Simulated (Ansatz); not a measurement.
Consider the redistribution: `[BH2][SnH2][C]#C` + `[OH][AlH][CH2]O[SiH3]` → `[BH2][SnH2][SiH3]` + `C#CO[CH2][AlH][OH]`.

Computed with Ansatz on PBE0-D4/def2-TZVP structures; ΔE is electronic, products minus reactants. CBS: MP2 limit from def2 TZ/QZ plus the TZ coupled-cluster correction, frozen cores. DFT in def2-TZVPP. B3LYP here is the variant with VWN-RPA as its local correlation; programs differ in this. def2 core potentials past Kr. For Sn outer-core shells are correlated without core-valence functions, which leaves a few kJ/mol of doubt a bond. One conformer a species, not always the lowest.

`[BH2][SnH2][C]#C`:

Cartesian coordinates in Å:
```
B 0.579 -1.822 0.782
Sn -0.340 -0.440 -0.725
C -0.199 1.552 -0.107
C -0.103 2.691 0.278
H 0.581 -2.999 0.583
H 1.068 -1.401 1.785
H -2.002 -0.753 -0.966
H 0.436 -0.528 -2.244
H -0.020 3.700 0.614
```

`[OH][AlH][CH2]O[SiH3]`:

```xyz
12

O    -2.517    0.276   -0.069
Al   -0.948    0.918   -0.223
C     0.341   -0.134   -1.324
O     1.562   -0.319   -0.561
Si    1.318   -0.734    0.994
H    -3.232    0.744    0.358
H    -0.630    2.404    0.236
H    -0.046   -1.111   -1.637
H     0.625    0.394   -2.239
H     2.485   -0.360    1.823
H     0.101    0.075    1.436
H     0.939   -2.154    1.204
```

`[BH2][SnH2][SiH3]`:

```xyz
10

B    -1.689   -1.362   -0.195
Sn    0.272   -0.725    0.664
Si    0.931    1.521   -0.407
H    -1.733   -2.007   -1.200
H    -2.715   -1.016    0.307
H     1.535   -1.835    0.344
H     0.217   -0.491    2.358
H    -0.108    2.548   -0.129
H     2.230    1.996    0.140
H     1.060    1.369   -1.881
```

`C#CO[CH2][AlH][OH]`:

Z-matrix (Å, degrees):
```
Al
C 1 2.409
C 1 2.039 2 88.2
O 1 1.705 2 105.1 3 -118.9
C 1 2.401 2 29.3 3 -1.6
H 1 1.580 2 100.9 3 120.5
H 2 1.065 1 116.6 3 -177.2
O 3 1.513 1 102.5 2 -2.7
H 3 1.091 1 117.1 2 111.6
H 3 1.091 1 117.3 2 -116.7
H 4 0.955 1 124.6 2 70.6
```

```
             level  ΔE (kcal/mol)  difference from CCSD(T)/CBS
            PBE-D4           20.6                        -10.9
         r2SCAN-D4           24.7                         -6.8
           ωB97M-V           29.2                         -2.3
               PBE           20.8                        -10.7
              PBE0           22.9                         -8.6
             B3LYP           28.3                         -3.2
   CCSD/def2-TZVPP           33.0                          1.5
     HF/def2-QZVPP           35.8                          4.3
    MP2/def2-QZVPP           33.2                          1.7
SCS-MP2/def2-QZVPP           34.9                          3.4
       CCSD(T)/CBS           31.5                            0
```

Largest T1 diagnostic among the species: 0.014.

From PBE to PBE0 (25 % exact exchange), in def2-TZVPP and without D4, ΔE moves by +2.1 kcal/mol. In def2-TZVPP, CCSD(T) changes the Hartree–Fock value by −3.5 kcal/mol (the triples alone add −1.2 kcal/mol) and MP2 by −2.1 kcal/mol.
